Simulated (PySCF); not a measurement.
In(I)(Me)2 (C₂H₆IIn), SMILES [CH3][In]([CH3])[I].

Geometry: PBE-D3(BJ)/def2-SVP. The structure was generated by enumeration; whether it is a known compound was not checked. The def2 effective core potentials stand for the cores of I, In; spin–orbit coupling is left out.

Level of theory: ωB97X/def2-TZVP (PySCF).

The molecule is in vacuum.

total energy: -567.81336 hartree
highest occupied level: -9.10 eV
lowest empty level: 0.26 eV
orbital gap: 9.36 eV
dipole moment: 3.72 D
quadrupole, principal values (traceless, Buckingham form, about the centre of nuclear charge): -2.63, -0.91, 3.54 D·Å
mean static polarisability: 97.8 bohr³ (14.49 Å³)
polarisability, principal values: 69.5, 103.9, 120.0 bohr³
